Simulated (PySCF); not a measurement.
NMR data simulated for an unnamed compound:

1H NMR (400 MHz, computed): δ 8.92 (s, 1H), 7.78 (d, 1H), 7.32 (d, 1H), 5.25 (s, 2H), 4.65 (s, 3H), 2.80 (s, 3H).

13C{1H} NMR (computed): δ 161.5 (CH), 150.3 (CH2), 33.7 (CH3).

PySCF calculation with GIAO PBE0/pcSseg-1 shieldings and geometry from GFN2-xTB; rapidly exchanging positions averaged, a single conformation, non-relativistic, gas phase.

Scale: 1H (σref 31.72) and 13C (σref 186.93) against TMS (reference shieldings calculated alike).

Task: Which of these does the molecule contain: a CH3CH2 unit, a ketone, a Si–H bond, an N-methyl group, a heteroaromatic ring?

Result: 
- A CH3CH2 unit: no.
- A ketone: no.
- A Si–H bond: yes (δH 5.25 (s)).
- An N-methyl group: yes (δC 33.7; δH 2.80 (s)).
- A heteroaromatic ring: no.

The data belong to `InChI=1S/C3H11N3Si2/c1-4-3-5-8-6(2)7/h3H,1,8H2,2,7H3/b5-3+`; they needn't prove each group on their own.

Carbon signals by region: 1 in the far downfield region (above 160 ppm), 1 in the sp2 and nitrile region (100–160 ppm), 1 below 50 ppm. Above 160 ppm: 161.5, C=N carbon.

Shifts are as computed. Against solution values, carbons near 30 ppm lie about +3 ppm off and those near 130 ppm about +5 ppm. Of 1309 compounds with measured shifts, 239 miss one by over three times the rms of a fit or turn the order of signals round; such compounds aren't used in these exercises. Multiplicities follow the n + 1 count of equivalent neighbours, as no J values were calculated; m marks all less simple cases, F and P coupling included.
